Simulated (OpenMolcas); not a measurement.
**Sn III: from CASSCF to CASPT2**

```yaml
Program: OpenMolcas
Basis: ANO-RCC-VTZP [7s6p4d2f1g]
Scalar_Hamiltonian: DKH2, point nucleus
Active_space: 2 electrons in 4 orbitals (5s 5p)
State_averaging: 2S+1 = 3 even, 3 roots; 2S+1 = 1 even, 7 roots; 2S+1 = 3 odd, 3 roots; 2S+1 = 1 odd, 3 roots
Spin-orbit_coupling: state interaction with AMFI integrals over the reference wave functions, term energies averaged over their components
```

Methods on the same reference wave functions:
A. CASSCF
B. SS-CASPT2, IPEA 0.25 Eh, imaginary shift 0.1 Eh (closed shells correlated: 4d)
C. MS-CASPT2, IPEA 0.25 Eh, imaginary shift 0.1 Eh (closed shells correlated: 4d)
D. XMS-CASPT2, IPEA 0.25 Eh, imaginary shift 0.1 Eh (closed shells correlated: 4d)

Energies in cm⁻¹ above 5s² ¹S₀, the measured ground level; measured values from Moore, Atomic Energy Levels, vol. III, NSRDS-NBS 35 (1971 reprint of NBS Circular 467, 1958).

```json
{"Level": "5s² ¹S₀", "A": "0.0", "B": "0.0", "C": "0.0", "D": "0.0", "Measured": "0.0"}
{"Level": "5s 5p ³P°₀", "A": "48732", "B": "53320", "C": "53910", "D": "55060", "Measured": "53548"}
{"Level": "5s 5p ³P°₁", "A": "50204", "B": "54750", "C": "55330", "D": "56480", "Measured": "55196"}
{"Level": "5s 5p ³P°₂", "A": "53464", "B": "58050", "C": "58640", "D": "59790", "Measured": "59229"}
{"Level": "5s 5p ¹P°₁", "A": "85113", "B": "78790", "C": "79380", "D": "80020", "Measured": "79911"}
{"Level": "5p² ³P₀", "A": "123604", "B": "127700", "C": "128290", "D": "129330", "Measured": "127308"}
{"Level": "5p² ³P₁", "A": "125636", "B": "129940", "C": "130520", "D": "131610", "Measured": "130120"}
{"Level": "5p² ³P₂ [57 %]", "A": "128110", "B": "131110", "C": "131700", "D": "135510", "Measured": "134567"}
{"Level": "5p² ¹D₂ [57 %]", "A": "137063", "B": "135410", "C": "136000", "D": "129560", "Measured": "128205"}
{"Level": "5p² ¹S₀", "A": "156831", "B": "152060", "C": "153230", "D": "153010", "Measured": ""}
```

Deviations, from unrounded energies. A percentage is the sum of absolute deviations over the sum of measured energies, with the sign that they share, or ± where signs differ.

| Against measurement | Levels | A | B | C | D |
| --- | --- | --- | --- | --- | --- |
| mean absolute deviation (cm-1) | 8 | 5500 | 1800 | 1700 | 1200 |
| other configurations (%) | 8 | ±5.8 | ±1.8 | ±1.8 | +1.2 |

D lies closest to measurement on these levels and A furthest from it. The largest miss of D in the table is 5p² ³P₀, by +2000 cm-1. The ranking rests on the paired levels alone, and a cruder setting can come out closer through cancelling errors.

Among B to D the level of the table that moves most is 5p² ¹D₂ [57 %], by 6400 cm-1 (lowest in D, highest in C). Moves below CASPT2's spread within the term are not significant.

The mean deviations of B to D differ by less than CASPT2's widest spread within a term (2500 cm-1), so their order carries little weight.

The lowest spin-free term lies below A's lowest term by 0.413 hartree in B, 0.416 hartree in C, 0.423 hartree in D.

CASPT2 does not keep the components of a term degenerate, so their means are used; among the terms shown or strongly mixed into the levels shown the widest spread is 2500 cm-1 (5p² ¹D, D). Over all roots computed the reference weight is 0.88 to 0.94 in B, 0.88 to 0.94 in C, 0.81 to 0.94 in D; the roots of lowest weight are the least certain, and an intruder state may touch them. The ¹D term of p² mixes with s d, which this space lacks. Some levels mix across a computed gap that differs much from the measured one, so their mixing is not that of the real levels (holds for A; B; C). Computed and measured levels are paired by configuration, term and J; levels that our copy of the source lacks, or whose pairing is in doubt (as where it misses far off the trend of its configuration), stay unpaired and out of the deviations. Levels of configurations outside the active space are missing.

A share in square brackets marks a mixed level and gives the weight of the term that names it, the lowest over the columns. ° marks odd parity.
